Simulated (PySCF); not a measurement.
**From computed data to an observable: oscillator strength and radiative lifetime**

C4H6ClF, SMILES CC/C(F)=C/Cl.

Geometry optimised at ωB97X-D3(BJ)/def2-SVP. The structure was generated by enumeration; whether it is a known compound was not checked. Other conformers were not sampled.

TDDFT-PBE/def2-SVPD in PySCF 2.14.0 puts the first singlet state with f over 0.02 at 5.76 eV (vertical), with the transition dipole (-0.475, 0.075, -0.062) in atomic units.

Problem. Find the oscillator strength, the wavelength and the radiative lifetime that this transition would have in vacuum if emission retraced absorption.

Solution. 
|μ|² = 0.2351 au, so |μ| = 1.23 D. ΔE = 5.76/27.211 = 0.2117 hartree. f = (2/3) ΔE |μ|² = 0.033 (the program prints 0.033).
λ = 1239.84/5.76 = 215 nm; ν = 46458 cm⁻¹.
Einstein's coefficient A = 0.6670 ν² f s⁻¹ (ν in cm⁻¹) = 4.8e7 s⁻¹, so τ = 1/A = 21 ns. This state is S1. The figure is the radiative limit of this one transition; relaxation, internal conversion, crossing to triplets and a medium change what is measured.
